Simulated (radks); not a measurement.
The oxygen anion O2-, [Ne], held by a Watson sphere: a shell of charge +2.52 at radius R that stands for the Madelung well of a crystal (potential energy -2.52/R inside, -2.52/r outside, in hartree with lengths in bohr). Method: non-relativistic Kohn-Sham, LDA (Slater exchange, Perdew-Wang correlation), spin-polarised, spherical densities, point nucleus; computed with a radial shooting solver on a logarithmic mesh with Libxc functionals. Response by self-consistent Sternheimer equations with the Hartree and adiabatic LDA kernel. The sphere does not respond.

[
 {"R (bohr)": "1.81", "e(1s) (eV)": "-509.55", "e(2s) (eV)": "-28.899", "e(2p) (eV)": "-14.571", "<r> 2p (bohr)": "1.395", "sum of <r^2> (bohr^2)": "18.91", "X-ray form factor at sin(theta)/lambda = 0.1 1/angstrom": "8.758", "alpha (bohr^3)": "8.879"},
 {"R (bohr)": "1.99", "e(1s) (eV)": "-509.29", "e(2s) (eV)": "-27.609", "e(2p) (eV)": "-13.501", "<r> 2p (bohr)": "1.441", "sum of <r^2> (bohr^2)": "20.16", "X-ray form factor at sin(theta)/lambda = 0.1 1/angstrom": "8.690", "alpha (bohr^3)": "10.71"},
 {"R (bohr)": "2.82", "e(1s) (eV)": "-507.56", "e(2s) (eV)": "-23.260", "e(2p) (eV)": "-9.638", "<r> 2p (bohr)": "1.623", "sum of <r^2> (bohr^2)": "25.77", "X-ray form factor at sin(theta)/lambda = 0.1 1/angstrom": "8.420", "alpha (bohr^3)": "24.01"},
 {"R (bohr)": "2.84", "e(1s) (eV)": "-507.51", "e(2s) (eV)": "-23.182", "e(2p) (eV)": "-9.564", "<r> 2p (bohr)": "1.627", "sum of <r^2> (bohr^2)": "25.90", "X-ray form factor at sin(theta)/lambda = 0.1 1/angstrom": "8.414", "alpha (bohr^3)": "24.45"},
 {"R (bohr)": "3", "e(1s) (eV)": "-507.17", "e(2s) (eV)": "-22.589", "e(2p) (eV)": "-9.000", "<r> 2p (bohr)": "1.658", "sum of <r^2> (bohr^2)": "26.98", "X-ray form factor at sin(theta)/lambda = 0.1 1/angstrom": "8.370", "alpha (bohr^3)": "28.29"},
 {"R (bohr)": "3.36", "e(1s) (eV)": "-506.46", "e(2s) (eV)": "-21.453", "e(2p) (eV)": "-7.893", "<r> 2p (bohr)": "1.724", "sum of <r^2> (bohr^2)": "29.44", "X-ray form factor at sin(theta)/lambda = 0.1 1/angstrom": "8.276", "alpha (bohr^3)": "38.89"}
]
